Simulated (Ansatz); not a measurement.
## Redistribution: C2H4Br2 + C3H7Cl → CHBr2Cl + C4H10

Species: C2H4Br2 (1,1-dibromoethane) `CC(Br)Br`, singlet; C3H7Cl (1-chloropropane) `CCCCl`, singlet; CHBr2Cl (chlorodibromomethane) `ClC(Br)Br`, singlet; C4H10 (butane) `CCCC`, singlet. The partners trade CH3 for Cl; both sit on C, so the bond types are kept.

Shapes, held fixed at every level: PBE0-D4/def2-TZVP. Flexible molecules stand in one conformer, not always the lowest. Programs: Ansatz 0.2.0. The zero-point and thermal change to 298 K, harmonic and unscaled (PBE0-D4/def2-TZVP), is -1.7 kJ/mol.

Task: Estimate the reaction enthalpy at 298 K.

Result: From tabulated heats of formation (Active Thermochemical Tables, CRC Handbook of Chemistry and Physics), ΔH(298 K) = +39.3 kJ/mol. Nearest: SPW92/def2-TZVPP (-0.7); farthest: HF/def2-TZVPP (+14.3). 7 of 8 levels lie within 10 kJ/mol. The heats of C3H7Cl come from older tables and can be uncertain by 10 kJ/mol or more. Relativity is left out for Br. Outer-core shells of Br are correlated, in sets that cover them unevenly.

```csv
level,kind,ΔH (kJ/mol),computed − measured
HF/def2-TZVPP,Hartree–Fock,+53.6,+14.3
SPW92/def2-TZVPP,LDA,+38.6,-0.7
B3LYP-D4/def2-TZVPP,global hybrid,+42.1,+2.7
PBE0-D4/def2-TZVPP,global hybrid,+42.2,+2.9
wB97X-V/def2-TZVPP,range-separated hybrid,+44.0,+4.7
B2PLYP/def2-TZVPP,double hybrid,+42.8,+3.5
CCSD/def2-TZVPP,coupled cluster or CI,+45.9,+6.5
CCSD(T)/def2-TZVPP,coupled cluster or CI,+44.9,+5.5
```
